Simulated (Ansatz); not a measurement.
C$_{3}$H$_{5}$, charge -1, singlet, geometry from GFN2-xTB (a gas-phase anion, which may not be bound at this level); Ansatz (an electronic-structure program) with PBE0/cc-pVDZ.

The Ansatz input:
Ansatz 0.2 input:
```yaml
crystal:
  periodic: [false, false, false]
  atoms:
    - {symbol: C, position_ang: [1.35805982, 0.02312035, -0.00323503]}
    - {symbol: C, position_ang: [0.09892564, 0.45870450, -0.01716080]}
    - {symbol: H, position_ang: [2.08097321, 0.91930036, -0.03769013]}
    - {symbol: H, position_ang: [-0.29397552, 1.52858289, -0.05609412]}
    - {symbol: C, position_ang: [-1.06691089, -0.50759766, 0.02066702]}
    - {symbol: H, position_ang: [-0.69797393, -1.53441177, 0.05804749]}
    - {symbol: H, position_ang: [-1.71318980, -0.34673546, 0.89954519]}
    - {symbol: H, position_ang: [-1.71628136, -0.41209920, -0.86543564]}
basis:
  gaussian:
    orbitals: cc-pVDZ
hamiltonian:
  xc: pbe0
total_charge: -1
```

**Question.** What does Ansatz print? Leave out banner, timings and long lists.

**Answer.** 
```
Functional definition: PBE0
857 factors; their error is unknown
mean field evaluation 1: about -3183.2472 eV, gradient 3.0e1 eV
mean field evaluation 2: about -3179.9242 eV, gradient 4.4e1 eV
mean field evaluation 4: about -3185.8101 eV, gradient 3.0e0 eV
mean field evaluation 8: about -3185.8320 eV, gradient 4.7e-2 eV
mean field evaluation 16: about -3185.8235 eV, gradient 2.0e-5 eV
mean field -3185.82347520 eV, -117.0768532849 hartree, gradient 2.0e-5 eV, S^2 0.000000; 0 other end points of the search recorded, 0 dependent functions left out
reference -3185.82349693 eV, -117.0768540834 hartree; 12, 12 occupied and 55, 55 virtual orbitals, 857 factors
Total energy: -3185.82349693 eV, -117.0768540834 hartree
```
